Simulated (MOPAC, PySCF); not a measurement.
C10H9BS, SMILES `Bc1cc2cc(C=C)ccc2s1`, neutral singlet in the gas phase. 

Cartesian coordinates (Å):
```xyz
21

B     -4.6251     0.1216     0.2957
C     -3.1235    -0.1087     0.1838
C     -2.1084     0.7708     0.5204
C     -0.7921     0.2638     0.3001
C      0.4557     0.8823     0.5287
C      1.6457     0.2147     0.2443
C      2.9258     0.8947     0.4934
C      4.1588     0.4226     0.2597
C      1.5761    -1.1082    -0.2807
C      0.3695    -1.7432    -0.5159
C     -0.8250    -1.0594    -0.2270
S     -2.4543    -1.6249    -0.4299
H     -5.0187     1.1801     0.7214
H     -5.4151    -0.7277    -0.0340
H     -2.3141     1.7656     0.9200
H      0.4851     1.8975     0.9328
H      2.8299     1.9011     0.9165
H      4.3408    -0.5693    -0.1623
H      5.0408     1.0258     0.4862
H      2.5015    -1.6415    -0.5045
H      0.3467    -2.7578    -0.9183
```
Charge 0, multiplicity 1.

All levels are single points at this geometry (B3LYP-D3(BJ)/def2-SVP); Pople sets use spherical d functions. Orbital energies aren't observables, and empty levels follow the basis.

PM3 in MOPAC gives dipole (D) = 2.78.

Q: Estimate the dipole (D) from each of these levels: PBE-D3(BJ)/def2-TZVP in PySCF; TPSSh-D3(BJ)/def2-TZVP in PySCF; BP86/6-31G* in PySCF; SVWN5/6-31G* in PySCF; PM6 in MOPAC.

A: 
```json
[
 {"level": "PBE-D3(BJ)/def2-TZVP in PySCF", "dipole (D)": "2.33"},
 {"level": "TPSSh-D3(BJ)/def2-TZVP in PySCF", "dipole (D)": "2.26"},
 {"level": "BP86/6-31G* in PySCF", "dipole (D)": "2.53"},
 {"level": "SVWN5/6-31G* in PySCF", "dipole (D)": "2.58"},
 {"level": "PM6 in MOPAC", "dipole (D)": "1.50"}
]
```
